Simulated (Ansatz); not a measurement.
Reaction (ligand exchange at a B–C bond): `B[C](=C)[AlH][F]` + `CCN[SiH3]` → `BN([SiH3])CC` + `C=[CH][AlH][F]`

Program: Ansatz. Geometries: PBE0-D4/def2-TZVP. ΔE: electronic, gas phase. CCSD(T)/CBS is the MP2 limit (def2-TZVPP, def2-QZVPP) plus CCSD(T) − MP2 in def2-TZVPP, frozen cores. DFT in def2-TZVPP. B3LYP here is the variant with VWN-RPA as its local correlation; programs differ in this. Each species was taken in one conformer, which may not be the lowest.

| level | ΔE (kJ/mol) | difference from CCSD(T)/CBS |
| --- | --- | --- |
| r2SCAN-D4 | -128.1 | 0.9 |
| PBE0-D4 | -125.5 | 3.5 |
| r2SCANh-D4 | -127.4 | 1.6 |
| r2SCAN0-D4 | -126.4 | 2.6 |
| BHLYP-D4 | -125.5 | 3.5 |
| CAM-B3LYP-D4 | -129.6 | -0.6 |
| ωB97X-V | -126.2 | 2.8 |
| revPBE | -119.7 | 9.3 |
| B3LYP | -123.6 | 5.4 |
| r2SCANh | -126.6 | 2.4 |
| r2SCAN0 | -125.5 | 3.5 |
| BHLYP | -122.1 | 6.9 |
| CCSD(T)/def2-SVP | -140.4 | -11.4 |
| MP2/def2-TZVPP | -130.8 | -1.8 |
| CCSD(T)/def2-TZVPP | -131.0 | -2.0 |
| MP2/CBS(def2) | -128.8 | 0.2 |
| CCSD(T)/CBS | -129.0 | 0 |

Largest T1 diagnostic among the species: 0.012.

At CCSD(T), def2-SVP lies −11.4 kJ/mol from the extrapolated value and def2-TZVPP −2.0 kJ/mol. The D4 term adds −4.5 kJ/mol with B3LYP and −2.5 kJ/mol with PBE0; it sums over pairs of atoms, weighted by their polarisabilities, and B3LYP, whose exchange is more repulsive, gets the larger term. In def2-TZVPP, CCSD(T) changes the Hartree–Fock value by −17.3 kJ/mol (the triples alone add −2.3 kJ/mol) and MP2 by −17.1 kJ/mol.
